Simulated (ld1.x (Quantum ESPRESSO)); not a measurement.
**Ge (Z = 32): excitation energies, all-electron against RRKJ**

| Quantity | Value |
| --- | --- |
| Element | Ge (Z = 32) |
| Generator | ld1.x (Quantum ESPRESSO) 7.5 |
| Type | norm-conserving RRKJ (Kleinman–Bylander form) |
| Functional | LDA (PZ) |
| Relativity | scalar-relativistic |
| Frozen core | [Ar] 3d10 |
| Valence charge | 4 |
| Reference configuration | 4s2 4p1 (charge +1) |
| Partial waves | 4p (bound): rc 1.85 bohr; 4d channel at 0.35 Ry: rc 1.90 bohr; 4s (bound): rc 1.75 bohr |
| Local potential | the s channel |
| Core correction | a·sin(br)/r model core inside 1.25 bohr |

Energies are relative to the spin-unpolarised reference configuration 4s2 4p1; without spin polarisation the order of configurations can differ from experiment. Spin-polarised rows fill each open shell by Hund’s rule, majority spin first.

| valence configuration | charge | ΔE all-electron (eV) | error AE − PS (meV) |
| --- | --- | --- | --- |
| 4s2 4p2 | 0 | -7.636 | -3.3 |
| 4s2 4p0 | +2 | 15.716 | -18 |
| 4s1 4p0 | +3 | 50.934 | -181 |
| 4s1 4p3 | 0 | 0.407 | -6.3 |
| 4s1 4p2 | +1 | 8.777 | -14 |
| 4s2 4p2.3 | -0.3 | -8.564 | -4.4 |
| 4s2 4p1 (spin-polarised) | +1 | -0.185 | +0.4 |
| 4s2 4p2 (spin-polarised) | 0 | -8.200 | -2.2 |

Question: What are ΔE and the potential's error for 4s0 4p4?

Answer: ΔE = 8.723 eV all-electron; the error (AE − PS) is -35 meV.

Levels in the configuration 4s0 4p4:

| level | all-electron (eV) | pseudo (eV) |
| --- | --- | --- |
| 4p | -5.338 | -5.346 |

Note: ghost state, extra bound levels that the all-electron valence spectrum of the same l lacks: d at -344.6 eV. A true bound ghost makes a file unfit for plane-wave use.
